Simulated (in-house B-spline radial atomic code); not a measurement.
**Excitations of Zn2+ by several methods**

Full response, energies in eV; labels give the largest channel, * marks a mixed state, a dash one above the method's threshold, and an imaginary frequency an unstable closed-shell reference. Computed with an all-electron radial atomic-structure program (B-spline basis): linear response of the closed shell [Ar] 3d10 with each method's own kernel (bare exchange for TDHF, static screening on G0W0 levels for BSE, the adiabatic kernel for functionals); scalar-relativistic (spin-free one-electron X2C), finite nucleus, no spin-orbit coupling, no double excitations, S, P, D and F terms only. Only terms of natural parity with L up to 3 were computed.

```
           method  3d → 4s 3D  3d → 4s 1D  3d → 4p 3P  α (bohr³)
             TDHF      11.022      11.809      18.391      2.295
   BSE on G0W0@HF       9.764      10.422      17.280       2.32
         LDA VWN5       7.655       8.188      15.064      2.997
              PBE       7.406       8.007      14.685      3.019
             PBE0       8.484       9.105      15.840      2.768
  B3LYP (VWN-RPA)       8.041       8.670      15.421      2.843
        CAM-B3LYP       8.033       8.656      15.369      2.839
          LC-wPBE       7.838       8.441      15.107       2.91
            wB97X       8.649       8.997      16.091      2.883
            HSE06       8.433       9.057      15.816      2.781
        BHandHLYP           ?           ?           ?          ?
             BLYP       7.128       7.768      14.426      3.059
           PBEsol       7.555       8.153      14.843      3.008
             BP86       7.567       8.155      14.973      3.029
LDA exchange-only           ?           ?           ?          ?
            B97-1       8.529       8.940      16.003      2.806
             RPBE       7.355       7.952      14.560      3.021
             OLYP       7.550       8.166      14.615      2.923
```

Q: What does BHandHLYP give?

A: 3d → 4s 3D: 9.176; 3d → 4s 1D: 9.848; 3d → 4p 3P: 16.595; α: 2.593 (eV, bohr³).

Q: What does LDA exchange-only give?

A: 3d → 4s 3D: 6.962; 3d → 4s 1D: 7.664; 3d → 4p 3P: 14.083; α: 3.142 (eV, bohr³).
